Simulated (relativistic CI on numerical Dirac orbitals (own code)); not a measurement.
Energy levels of Dy XXXVII

These numbers are calculated, not measured: Dirac-Coulomb-Breit CI, separate exchange-only KLI orbitals for each configuration, a model potential for QED, unscaled Slater integrals (own radial code, finite nucleus).

Configurations in the expansion (outside the closed core [Ar]): 3d10 4s2, 3d10 4s 4p, 3d10 4p2, 3d10 4s 4d, 3d10 4d2, 3d10 4s 4f, 3d10 4p 4d, 3d10 4f2, 3d10 4p 4f, 3d10 4d 4f, 3d10 4s 5s, 3d10 4s 5p, 3d10 4s 5d, 3d10 4s 5f, 3d10 4s 5g, 3d10 4s 6s, 3d10 4s 6p, 3d10 4s 6d, 3d10 4s 6f, 3d10 4s 7s, 3d9 4s2 4p, 3d9 4s2 4d, 3d9 4s2 4f, 3d9 4s2 5s, 3d9 4s2 5p, 3d9 4s2 5d. Double excitations out of closed p, d and f shells are left out; levels of such configurations are missing from the list, as are those of other unlisted configurations, and high levels can miss mixing partners. These lack a partner that the ground configuration has and come out too high: 3d9 4s2 4p, 3d9 4s2 4d, 3d9 4s2 4f, 3d9 4s2 5s, 3d9 4s2 5p.

| No. | Configuration | Term | J | E (eV) | % | Landé g | Lifetime (s) | jj configuration (%) |
| --- | --- | --- | --- | --- | --- | --- | --- | --- |
| 1 | 3d10 4s2 | 1S | 0 | 0.000 | 99 |  |  | closed (99) |
| 2 | 3d10 4s 4p | 3P° | 0 | 68.955 | 100 |  |  | 4s 4p1/2 (100) |
| 3 | 3d10 4s 4p | 3P° | 1 | 74.434 | 80 | 1.397 | 9.83e-11 | 4s 4p1/2 (97) |
| 4 | 3d10 4s 4p | 3P° | 2 | 123.129 | 100 | 1.497 | 1.49e-06 | 4s 4p3/2 (100) |
| 5 | 3d10 4s 4p | 1P° | 1 | 138.579 | 80 | 1.095 | 3.32e-12 | 4s 4p3/2 (97) |
| 6 | 3d10 4p2 | 3P | 0 | 159.336 | 73 |  | 1.08e-11 | 4p1/2^2 (99) |
| 7 | 3d10 4p2 | 3P | 1 | 208.273 | 100 | 1.498 | 4.03e-12 | 4p1/2 4p3/2 (100) |
| 8 | 3d10 4p2 | 1D | 2 | 209.259 | 62 | 1.162 | 7.32e-12 | 4p1/2 4p3/2 (95) |
| 9 | 3d10 4s 4d | 3D | 1 | 254.571 | 100 | 0.496 | 2.00e-12 | 4s 4d3/2 (100) |
| 10 | 3d10 4s 4d | 3D | 2 | 255.308 | 49 | 1.200 | 2.23e-12 | 4s 4d3/2 (71) |
| 11 | 3d10 4s 4d | 3D | 2 | 260.993 | 47 | 1.241 | 3.48e-12 | 4p3/2^2 (48) |
| 12 | 3d10 4s 4d | 3D | 3 | 265.818 | 100 | 1.330 | 3.82e-12 | 4s 4d5/2 (100) |
| 13 | 3d10 4p2 | 1S | 0 | 273.116 | 72 |  | 2.59e-12 | 4p3/2^2 (99) |
| 14 | 3d10 4s 4d | 1D | 2 | 280.640 | 67 | 1.051 | 1.76e-12 | 4s 4d5/2 (59) |
| 15 | 3d10 4p 4d | 3F° | 2 | 327.300 | 77 | 0.748 | 1.89e-11 | 4p1/2 4d3/2 (99) |
| 16 | 3d10 4p 4d | 3D° | 1 | 342.073 | 56 | 0.812 | 1.45e-12 | 4p1/2 4d3/2 (99) |
| 17 | 3d10 4p 4d | 3F° | 3 | 345.833 | 63 | 1.108 | 6.48e-12 | 4p1/2 4d5/2 (94) |
| 18 | 3d10 4p 4d | 3P° | 2 | 346.781 | 47 | 1.269 | 3.56e-12 | 4p1/2 4d5/2 (99) |
| 19 | 3d10 4p 4d | 3D° | 2 | 387.051 | 44 | 1.007 | 1.65e-12 | 4p3/2 4d3/2 (89) |
| 20 | 3d10 4p 4d | 1F° | 3 | 387.676 | 32 | 1.084 | 2.12e-12 | 4p3/2 4d3/2 (75) |
| 21 | 3d10 4p 4d | 3F° | 4 | 390.458 | 88 | 1.247 | 1.86e-11 | 4p3/2 4d5/2 (88) |
| 22 | 3d10 4p 4d | 3P° | 0 | 390.640 | 100 |  | 1.54e-12 | 4p3/2 4d3/2 (100) |
| 23 | 3d10 4p 4d | 3P° | 1 | 391.627 | 67 | 1.172 | 1.46e-12 | 4p3/2 4d3/2 (97) |
| 24 | 3d10 4p 4d | 3P° | 2 | 399.219 | 51 | 1.290 | 2.28e-12 | 4p3/2 4d5/2 (90) |
| 25 | 3d10 4p 4d | 3D° | 3 | 401.004 | 57 | 1.188 | 2.48e-12 | 4p3/2 4d5/2 (69) |
| 26 | 3d10 4s 4f | 3F° | 2 | 404.848 | 97 | 0.669 | 3.13e-12 | 4s 4f5/2 (97) |
| 27 | 3d10 4s 4f | 3F° | 3 | 406.338 | 94 | 1.082 | 2.88e-12 | 4s 4f5/2 (50) |
| 28 | 3d10 4s 4f | 3F° | 4 | 408.660 | 88 | 1.247 | 2.76e-12 | 4s 4f7/2 (88) |
| 29 | 3d10 4p 4d | 1P° | 1 | 412.420 | 73 | 1.006 | 2.02e-12 | 4p3/2 4d5/2 (95) |
| 30 | 3d10 4s 4f | 1F° | 3 | 423.422 | 53 | 1.022 | 1.47e-12 | 4s 4f7/2 (32) |
| 31 | 3d10 4p 4f | 3G | 3 | 481.043 | 72 | 0.824 | 3.54e-12 | 4p1/2 4f5/2 (100) |
| 32 | 3d10 4p 4f | 3F | 2 | 484.838 | 51 | 0.848 | 4.01e-12 | 4p1/2 4f5/2 (94) |
| 33 | 3d10 4p 4f | 3G | 4 | 485.109 | 41 | 1.086 | 6.74e-12 | 4p1/2 4f7/2 (95) |
| 34 | 3d10 4p 4f | 3D | 3 | 485.865 | 48 | 1.183 | 4.15e-12 | 4p1/2 4f7/2 (98) |
| 35 | 3d10 4d2 | 3F | 2 | 515.673 | 78 | 0.750 | 1.02e-12 | 4d3/2^2 (90) |
| 36 | 3d10 4d2 | 3P | 0 | 522.105 | 81 |  | 1.07e-12 | 4d3/2^2 (94) |
| 37 | 3d10 4d2 | 3F | 3 | 523.091 | 85 | 1.076 | 1.65e-12 | 4d3/2 4d5/2 (85) |
| 38 | 3d10 4d2 | 1G | 4 | 524.127 | 58 | 1.029 | 2.30e-12 | 4d3/2 4d5/2 (63) |
| 39 | 3d10 4d2 | 1D | 2 | 526.265 | 44 | 1.083 | 1.59e-12 | 4d3/2 4d5/2 (79) |
| 40 | 3d10 4d2 | 3P | 1 | 529.773 | 100 | 1.498 | 1.36e-12 | 4d3/2 4d5/2 (100) |
| 41 | 3d10 4d2 | 3F | 4 | 530.300 | 58 | 1.210 | 3.50e-12 | 4d5/2^2 (58) |
| 42 | 3d10 4p 4f | 1F | 3 | 535.823 | 49 | 0.973 | 2.01e-12 | 4p3/2 4f5/2 (70) |
| 43 | 3d10 4d2 | 3P | 2 | 537.256 | 58 | 1.243 | 1.96e-12 | 4d5/2^2 (56) |
| 44 | 3d10 4p 4f | 3G | 5 | 538.256 | 100 | 1.197 | 2.76e-12 | 4p3/2 4f7/2 (100) |
| 45 | 3d10 4p 4f | 3F | 4 | 540.416 | 37 | 1.180 | 1.63e-12 | 4p3/2 4f5/2 (39) |
| 46 | 3d10 4p 4f | 3D | 3 | 540.613 | 44 | 1.180 | 1.99e-12 | 4p3/2 4f7/2 (75) |
| 47 | 3d10 4p 4f | 3D | 2 | 540.672 | 62 | 1.062 | 2.02e-12 | 4p3/2 4f5/2 (59) |
| 48 | 3d10 4p 4f | 3D | 1 | 540.885 | 100 | 0.497 | 2.13e-12 | 4p3/2 4f5/2 (100) |
| 49 | 3d10 4d2 | 1S | 0 | 550.326 | 80 |  | 1.90e-12 | 4d5/2^2 (94) |
| 50 | 3d10 4p 4f | 1D | 2 | 552.207 | 55 | 0.995 | 1.85e-12 | 4p3/2 4f7/2 (67) |
| 51 | 3d10 4p 4f | 1G | 4 | 555.258 | 49 | 1.031 | 1.37e-12 | 4p3/2 4f5/2 (31) |
| 52 | 3d10 4d 4f | 3H° | 4 | 655.184 | 82 | 0.837 | 2.28e-12 | 4d3/2 4f5/2 (100) |
| 53 | 3d10 4d 4f | 3F° | 2 | 658.935 | 73 | 0.762 | 1.55e-12 | 4d3/2 4f5/2 (95) |
| 54 | 3d10 4d 4f | 1G° | 4 | 660.793 | 49 | 1.039 | 1.91e-12 | 4d3/2 4f7/2 (83) |
| 55 | 3d10 4d 4f | 3H° | 5 | 661.317 | 95 | 1.034 | 2.72e-12 | 4d3/2 4f7/2 (69) |
| 56 | 3d10 4d 4f | 3F° | 3 | 662.664 | 80 | 1.048 | 1.61e-12 | 4d3/2 4f7/2 (69) |
| 57 | 3d10 4d 4f | 3G° | 3 | 667.417 | 66 | 0.868 | 1.22e-12 | 4d3/2 4f5/2 (83) |
| 58 | 3d10 4d 4f | 1D° | 2 | 668.008 | 37 | 1.168 | 1.52e-12 | 4d3/2 4f7/2 (80) |
| 59 | 3d10 4s 5s | 3S | 1 | 668.153 | 100 | 1.998 | 2.13e-13 | 4s 5s (100) |
| 60 | 3d10 4d 4f | 3H° | 6 | 669.075 | 100 | 1.164 | 4.73e-12 | 4d5/2 4f7/2 (100) |
| 61 | 3d10 4d 4f | 3F° | 4 | 670.079 | 60 | 1.143 | 2.69e-12 | 4d5/2 4f7/2 (89) |
| 62 | 3d10 4d 4f | 3D° | 1 | 670.378 | 61 | 0.820 | 1.30e-12 | 4d3/2 4f5/2 (90) |
| 63 | 3d10 4s 5s | 1S | 0 | 673.830 | 100 |  | 2.38e-13 | 4s 5s (100) |
| 64 | 3d10 4d 4f | 3D° | 2 | 674.138 | 40 | 1.085 | 1.86e-12 | 4d5/2 4f5/2 (51) |
| 65 | 3d10 4d 4f | 3G° | 4 | 674.682 | 84 | 1.068 | 1.64e-12 | 4d5/2 4f5/2 (76) |
| 66 | 3d10 4d 4f | 3D° | 3 | 675.841 | 57 | 1.165 | 1.67e-12 | 4d5/2 4f5/2 (72) |
| 67 | 3d10 4d 4f | 3G° | 5 | 677.731 | 92 | 1.182 | 1.66e-12 | 4d5/2 4f7/2 (64) |
| 68 | 3d10 4d 4f | 3P° | 1 | 678.999 | 68 | 1.178 | 1.88e-12 | 4d5/2 4f5/2 (96) |
| 69 | 3d10 4d 4f | 3P° | 0 | 679.093 | 100 |  | 1.92e-12 | 4d5/2 4f5/2 (100) |
| 70 | 3d10 4d 4f | 3P° | 2 | 679.490 | 48 | 1.308 | 1.95e-12 | 4d5/2 4f7/2 (61) |

Energies count from the lowest computed level; ° marks odd parity; lifetimes are radiative, by E1, M1, E2, M2, E3 decay to levels of this space only; some are left blank where a channel outside the calculation adds to the decay or the decay crosses a small, uncertain gap. Filled j subshells are mostly left out of the jj labels.

The mean weight of the leading LS term, summed over parents, in these 70 levels is 71 %, and that of the leading jj configuration (from the same eigenvectors) 84 %, so jj coupling describes them better and the LS labels are nominal.

At this charge energies of transitions that change n are usually good to better than 1 %, and those within a shell (Δn = 0) to a few per cent.

LS names give the leading component of a level, which can be under half, so a name can repeat, a term be missing and a line seem to break the LS rules.
